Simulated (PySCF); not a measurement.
A structure optimised at PBE-D3(BJ)/def2-SVP, used in a PySCF frequency run:

```xyz
9

O     -2.2744     0.3515    -0.0167
C     -1.3466    -0.7160     0.1403
Si     0.4083    -0.0798    -0.0273
F      0.8312     0.2774    -1.5477
F      1.5241    -1.0986     0.5587
F      0.4934     1.3001     0.8294
H     -2.0662     1.0193     0.6640
H     -1.4597    -1.2708     1.1057
H     -1.5539    -1.4579    -0.6597
```

**Question.** Write its SMILES and formula.

**Answer.** OC[Si](F)(F)F, CH3F3OSi

**Question.** What are its rotational constants (standard atomic weights)?

**Answer.** 3.7668, 2.0390, 2.0230 GHz
